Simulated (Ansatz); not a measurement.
Reaction (redistribution): `CC[SiH]` + `CO[SiH](Cl)O[SiH3]` → `CO[SiH]` + `CC[SiH](Cl)O[SiH3]`

Program: Ansatz. Geometries: PBE0-D4/def2-TZVP. ΔE: electronic, gas phase. CBS: MP2 limit from def2 TZ/QZ plus the TZ coupled-cluster correction, frozen cores. Functionals use def2-TZVPP. Each species was taken in one conformer, which may not be the lowest.

`CC[SiH]`:

```xyz
9

C    -0.186   -0.735    0.595
C     0.197    0.669    0.147
Si    0.769    1.002   -1.624
H    -0.616   -0.742    1.601
H     0.686   -1.394    0.613
H    -0.914   -1.179   -0.088
H     0.872    1.151    0.861
H    -0.703    1.321    0.143
H    -0.104   -0.093   -2.246
```

`CO[SiH](Cl)O[SiH3]`:

```xyz
13

C    -1.977   -0.491   -1.365
O    -0.736   -0.045   -0.861
Si    0.343   -0.944   -0.051
Cl   -0.593   -1.850    1.538
O     1.509    0.033    0.475
Si    1.792    1.460    1.243
H    -1.844   -1.287   -2.104
H    -2.618   -0.860   -0.558
H    -2.468    0.355   -1.847
H     0.930   -2.010   -0.880
H     1.811    2.562    0.250
H     0.737    1.717    2.255
H     3.115    1.359    1.906
```

`CO[SiH]`:

Cartesian coordinates in Å:
```
C 0.612 -0.034 0.502
O -0.425 0.848 0.136
Si -1.619 0.689 -0.976
H 1.574 0.454 0.336
H 0.565 -0.957 -0.086
H 0.522 -0.274 1.564
H -1.229 -0.727 -1.476
```

`CC[SiH](Cl)O[SiH3]`:

```xyz
15

C     0.800   -0.743   -1.827
C     1.298    0.487   -1.074
Si    0.731    0.585    0.687
Cl    1.438   -1.052    1.729
O    -0.894    0.573    0.749
Si   -2.197    0.023    1.582
H    -0.292   -0.776   -1.854
H     1.156   -0.747   -2.859
H     1.146   -1.664   -1.353
H     2.393    0.527   -1.072
H     0.962    1.407   -1.568
H     1.244    1.783    1.391
H    -2.086    0.391    3.017
H    -3.401    0.659    0.995
H    -2.297   -1.453    1.457
```

```
         level  ΔE (eV)
        r2SCAN    -0.44
 HF/def2-TZVPP    -0.32
 HF/def2-QZVPP    -0.32
CCSD/CBS(def2)    -0.40
```

Question: What does CCSD(T)/CBS give? (Best estimate.)

Answer: Ansatz gave: -0.42 eV. The listed levels differ from it by -0.02, 0.10, 0.10, 0.02 eV.

Largest T1 diagnostic among the species: 0.015.

In def2-TZVPP, CCSD(T) changes the Hartree–Fock value by −0.11 eV (the triples alone add −0.02 eV) and MP2 by −0.14 eV. From PBE to PBE0 (25 % exact exchange), in def2-TZVPP and without D4, ΔE moves by +0.05 eV.
